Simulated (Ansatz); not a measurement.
`[AlH2][NH][SiH2]Br` and `O[SiH2][NH][AlH2]` differ in one atom or group.

Ansatz, PBE0-D4/def2-TZVP geometries, multiplicity 1. Each molecule was computed in one conformer, which needn't be the lowest.

Scalar relativity is left out up to krypton.

| property | `[AlH2][NH][SiH2]Br` |
| --- | --- |
| HOMO–LUMO gap (PBE0/def2-TZVPP) / eV | 6.91 |
| HOMO energy (PBE/def2-TZVPP) / eV | -6.85 |
| size of the dipole moment (PBE/def2-TZVPP) / D | 1.89 |
| HOMO–LUMO gap (B3LYP/def2-TZVPP) / eV | 6.45 |
| HOMO–LUMO gap (PBE/def2-TZVPP) / eV | 4.89 |
| zero-point energy (PBE0-D4/def2-TZVP) / kJ/mol | 127.6 |

(1) What does the change do to each property? (Best estimate.)

## Answers

(1) Ansatz gave: 
```
                                      property  `O[SiH2][NH][AlH2]`  shift
          HOMO–LUMO gap (PBE0/def2-TZVPP) / eV                 7.09   0.18
             HOMO energy (PBE/def2-TZVPP) / eV                -6.68   0.17
size of the dipole moment (PBE/def2-TZVPP) / D                 1.36  -0.53
         HOMO–LUMO gap (B3LYP/def2-TZVPP) / eV                 6.64   0.19
           HOMO–LUMO gap (PBE/def2-TZVPP) / eV                 4.99   0.10
zero-point energy (PBE0-D4/def2-TZVP) / kJ/mol                161.0   33.4
```

With PBE0 the HOMO rises by 0.11 eV and the LUMO rises by 0.28 eV, so the gap widens by about 0.17 eV. PBE moves the HOMO by 0.17 eV and ωB97M-V by 0.02 eV. The zero-point energy changes by 33.4 kJ/mol with +3 modes. Dipoles are sizes alone; their direction can turn.

B3LYP here is the variant with VWN-RPA as its local correlation; programs differ in this.

Spin–orbit coupling is left out; it splits and shifts lone-pair levels of the heavy atoms by tenths of an eV.
